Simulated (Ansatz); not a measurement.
The cluster Hg4S3. Charge 0, multiplicity 1. Geometry r2SCAN-D4/def2-SVP, basis def2-TZVP, Ansatz.

Cartesian coordinates in Å:
```
Hg -0.797 1.769 -1.123
Hg -0.501 -2.120 -0.714
Hg 1.637 0.090 -0.714
Hg -0.774 -2.567 2.554
S 0.711 0.615 1.631
S 1.002 1.494 -2.715
S -1.278 0.720 1.081
```

```csv
run,HOMO (eV),LUMO (eV)
A,-7.91,-0.83
B,-5.79,-4.27
C,-6.59,-3.66
D,-5.62,-4.27
E,-6.44,-3.63
F,-5.87,-4.56
```

In the def2 sets Hg takes a core potential; there is no spin–orbit coupling. Another isomer (singlet) lies 1.56 eV lower at PBE0-D4/def2-TZVP; other spin states weren't run for this one.

Question: The runs used HF, LDA (SPW92), PBE, PBE0, r2SCAN, r2SCAN0. Estimate which is which.

Answer: A HF (100 % exact exchange); B r2SCAN (0 % exact exchange); C r2SCAN0 (25 % exact exchange); D PBE (0 % exact exchange); E PBE0 (25 % exact exchange); F LDA (SPW92) (0 % exact exchange). Exact exchange lowers occupied and raises empty levels; among semilocal functionals meta-GGAs tend to open the gap a little, and such runs are hard to tell apart. The gap grows from 1.31 eV (LDA (SPW92)) to 7.08 eV (HF).
